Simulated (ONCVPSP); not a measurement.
**u(r) = r·R(r): atom against pseudo-atom (Be (Z = 4))**

Columns: radius, all-electron u(r) and pseudo u(r) of the 1s shell (level -108.80 eV) of beryllium in the configuration 1s2 2s1.75; PBE, scalar-relativistic, ONCV scheme, ONCVPSP 4.0.1.

| r (bohr) | all-electron | pseudo |
| --- | --- | --- |
| 0.032 | 0.4132 | 0.2893 |
| 0.065 | 0.7358 | 0.5726 |
| 0.098 | 0.9740 | 0.8273 |
| 0.130 | 1.1398 | 1.0367 |
| 0.162 | 1.2544 | 1.2029 |
| 0.195 | 1.3299 | 1.3269 |
| 0.228 | 1.3712 | 1.4041 |
| 0.260 | 1.3855 | 1.4389 |
| 0.292 | 1.3800 | 1.4408 |
| 0.325 | 1.3586 | 1.4166 |
| 0.358 | 1.3250 | 1.3736 |
| 0.390 | 1.2838 | 1.3206 |
| 0.422 | 1.2365 | 1.2617 |
| 0.455 | 1.1833 | 1.1984 |
| 0.488 | 1.1272 | 1.1351 |
| 0.520 | 1.0714 | 1.0749 |
| 0.552 | 1.0152 | 1.0163 |
| 0.585 | 0.9575 | 0.9577 |
| 0.618 | 0.9008 | 0.9007 |
| 0.650 | 0.8472 | 0.8471 |
| 0.682 | 0.7953 | 0.7952 |
| 0.715 | 0.7437 | 0.7436 |
| 0.748 | 0.6944 | 0.6943 |
| 0.780 | 0.6487 | 0.6486 |
| 0.812 | 0.6053 | 0.6052 |
| 0.845 | 0.5628 | 0.5627 |

(1) How many radial nodes do the two functions have?

(2) At about which radius was the pseudo-wave matched?

(3) Is the pseudo-wave norm-conserving?

## Answers

(1) The all-electron 1s function has n − l − 1 = 0; the pseudo-wave has 0.

(2) 0.65 bohr. The columns agree to 0.0005 from 0.58 bohr on; several derivatives are matched, so the curves merge somewhat inside the radius.

(3) Yes: the ONCV scheme keeps the norm inside the radius equal to the all-electron one, which fixes the energy derivative of the logarithmic derivative at the level.
